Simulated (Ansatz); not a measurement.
A run for Ansatz (a first-principles code): R-CCSD(T)/def2-SVPD on HCl (SMILES Cl) with ghost functions.

Ansatz 0.2 input:
```yaml
crystal:
  periodic: [false, false, false]
  atoms:
    - {symbol: Cl, position_ang: [0.53481538, -0.46597293, -0.22561594]}
    - {symbol: H, position_ang: [0.80026747, 0.78567606, -0.12357310]}
basis:
  gaussian:
    orbitals: def2-SVPD
    ghost_atoms:
      - {symbol: Br, position_ang: [0.17720384, -0.30934115, 3.68880181]}
      - {symbol: H, position_ang: [0.25518568, -0.59205068, 2.28870899]}
magnetization: {spin_polarized: false}
correlation: {method: ccsd_t, electrons: outside_noble_gas}
scf: {lower_state_search: off}
```

Q: Give the final energy of this run.

A: -460.1281 hartree (reference determinant -459.9482, T1 diagnostic 0.007).
